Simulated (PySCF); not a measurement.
B(I)2(Me) (CH₃BI₂), SMILES IB(C)I.

Geometry: B3LYP-D3(BJ)/def2-SVP. The def2 effective core potentials stand for the cores of I; spin–orbit coupling is left out.

Two levels are set side by side: PBE/def2-TZVP (PySCF) and ωB97X/def2-TZVP (PySCF). Same geometry, gas phase. Differences are taken from unrounded values.

```
quantity                     ωB97X
---------------------------  -----
orbital gap (eV)              9.72
highest occupied level (eV)  -9.53
lowest empty level (eV)       0.18
dipole moment (D)             1.37
mean polarisability (bohr³)   90.6
```

Task: What does PBE give, and how far is it from ωB97X? (An estimate is asked for; the answer gives what the named calculation found.)

Result: 
| quantity | PBE | PBE minus ωB97X |
|---|---|---|
| orbital gap (eV) | 3.48 | -6.23 |
| highest occupied level (eV) | -6.26 | 3.27 |
| lowest empty level (eV) | -2.78 | -2.96 |
| dipole moment (D) | 1.21 | -0.16 |
| mean polarisability (bohr³) | 95.7 | 5.1 |

Without exact exchange PBE keeps part of each electron's self-repulsion, which lifts occupied levels and narrows the gap. Loosely held outer electrons make PBE densities more polarisable. Differences between two approximate levels are no errors against the true value.

Rough cost on one machine, each run with all the roots and properties that it gave: ωB97X against PBE within a factor of 2.
